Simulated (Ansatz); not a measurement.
Reaction (ligand exchange at the Si–C bond): `CNC([SiH3])S` + `OC(S)S` → `OC(S)S[SiH3]` + `CNCS`

Gas-phase electronic energies from Ansatz, PBE0-D4/def2-TZVP geometries. CCSD(T)/CBS adds triple-zeta CCSD(T) − MP2 to the extrapolated MP2 energy (def2 sets, frozen cores). DFT in def2-TZVPP. B3LYP here is the variant with VWN-RPA as its local correlation; programs differ in this. One conformer a species, not always the lowest.

Problem. Is it downhill or uphill in electronic energy at CCSD(T)/CBS, and by how much? (An estimate is asked.)

Solution. Ansatz gave: Downhill: ΔE = -0.66 eV.

Problem. What do these levels give: r2SCAN-D4, B3LYP-D4, ωB97M-V, PBE, r2SCAN, PBE0, HF/def2-TZVPP, MP2/def2-QZVPP, SCS-MP2/def2-QZVPP, HF/CBS(def2), MP2/CBS(def2), CCSD/CBS(def2)? (Estimate.)

Solution. Ansatz gave: r2SCAN-D4 -0.69, B3LYP-D4 -0.66, ωB97M-V -0.64, PBE -0.68, r2SCAN -0.69, PBE0 -0.70, HF/def2-TZVPP -0.80, MP2/def2-QZVPP -0.67, SCS-MP2/def2-QZVPP -0.69, HF/CBS(def2) -0.80, MP2/CBS(def2) -0.68, CCSD/CBS(def2) -0.68 eV.

Largest T1 diagnostic among the species: 0.012.

In def2-TZVPP, CCSD(T) changes the Hartree–Fock value by +0.16 eV (the triples alone add +0.02 eV) and MP2 by +0.14 eV. The D4 term adds +0.05 eV with B3LYP and +0.02 eV with PBE0; it sums over pairs of atoms, weighted by their polarisabilities, and B3LYP, whose exchange is more repulsive, gets the larger term.
